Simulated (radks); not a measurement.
Charge is removed step by step from the 5d down level of Pt, starting from [Xe] 4f14 5d(up 5, down 4) 6s1. Calculated with a radial shooting solver on a logarithmic mesh with Libxc functionals: scalar-relativistic Kohn-Sham, PBEsol, spin-polarised, spherical densities, point nucleus; open shells are filled with parallel spins first (spin-orbit coupling, left out, can overturn this in heavy ions).

removed (e) = 0: E - E(0) (eV) 0.000; eigenvalue (eV) -5.649; E minus straight line (eV) 0.000
removed (e) = 0.1: E - E(0) (eV) 0.610; eigenvalue (eV) -6.560; E minus straight line (eV) -0.437
removed (e) = 0.2: E - E(0) (eV) 1.313; eigenvalue (eV) -7.492; E minus straight line (eV) -0.782
removed (e) = 0.3: E - E(0) (eV) 2.110; eigenvalue (eV) -8.444; E minus straight line (eV) -1.033
removed (e) = 0.4: E - E(0) (eV) 3.002; eigenvalue (eV) -9.414; E minus straight line (eV) -1.187
removed (e) = 0.5: E - E(0) (eV) 3.993; eigenvalue (eV) -10.402; E minus straight line (eV) -1.244
removed (e) = 0.6: E - E(0) (eV) 5.084; eigenvalue (eV) -11.408; E minus straight line (eV) -1.201
removed (e) = 0.7: E - E(0) (eV) 6.275; eigenvalue (eV) -12.430; E minus straight line (eV) -1.057
removed (e) = 0.8: E - E(0) (eV) 7.570; eigenvalue (eV) -13.468; E minus straight line (eV) -0.810
removed (e) = 0.9: E - E(0) (eV) 8.969; eigenvalue (eV) -14.521; E minus straight line (eV) -0.458
removed (e) = 1: E - E(0) (eV) 10.474; eigenvalue (eV) -15.589; E minus straight line (eV) 0.000

Removing the whole electron costs 10.474 eV by Delta-SCF, against 5.649 eV from minus the eigenvalue at the starting occupation. Slater's transition state (half an electron removed) gives 10.402 eV. Integrating minus the eigenvalue over the occupation (Janak's theorem) gives 10.474 eV. In this scalar-relativistic scheme the density is built from large components alone, so the theorem holds only approximately. The mean slope of the eigenvalue, de/dn, is 9.94 eV per electron.
